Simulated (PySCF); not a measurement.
C3H6BF, SMILES C(BF)C=C.

Geometry optimised at PBE-D3(BJ)/def2-SVP. This is a generated structure with no PubChem entry under its InChIKey; it may be hypothetical. One conformer was computed; it need not be the lowest.

These are PySCF 2.14.0 with TDDFT-PBE/def2-SVPD values and carry that method's errors.

Vertical excitations. Gas-phase values at a fixed geometry.

| state | energy (eV) | λ (nm) | f | main pairs |
|---|---|---|---|---|
| S1 | 4.54 | 273 | 0.005 | HOMO→LUMO 98 % |
| S2 | 6.15 | 202 | 0.002 | HOMO−1→LUMO 98 % |
| S3 | 6.37 | 195 | 0.005 | HOMO→LUMO+2 100 % |
| S4 | 6.56 | 189 | 0.111 | HOMO→LUMO+1 49 %, HOMO−1→LUMO+1 29 %, HOMO−2→LUMO 17 % |
| S5 | 6.71 | 185 | 0.059 | HOMO−2→LUMO 82 % |
| S6 | 6.99 | 177 | 0.019 | HOMO→LUMO+3 97 % |
| S7 | 7.04 | 176 | 0.005 | HOMO→LUMO+4 97 % |
| S8 | 7.38 | 168 | 0.051 | HOMO→LUMO+5 83 % |
| S9 | 7.61 | 163 | 0.175 | HOMO−1→LUMO+1 44 %, HOMO→LUMO+1 27 %, HOMO→LUMO+5 15 % |
| S10 | 7.76 | 160 | 0.006 | HOMO−2→LUMO+1 95 % |
| T1 | 4.17 | 297 | 0 | HOMO→LUMO 68 %, HOMO→LUMO+1 30 % |
| T2 | 4.51 | 275 | 0 | HOMO→LUMO+1 66 %, HOMO→LUMO 31 % |
| T3 | 5.67 | 218 | 0 | HOMO−1→LUMO 98 % |
| T4 | 6.28 | 198 | 0 | HOMO→LUMO+2 99 % |
Triplets are in the Tamm–Dancoff approximation, which puts them higher than full response would, so one can lie above its singlet here.
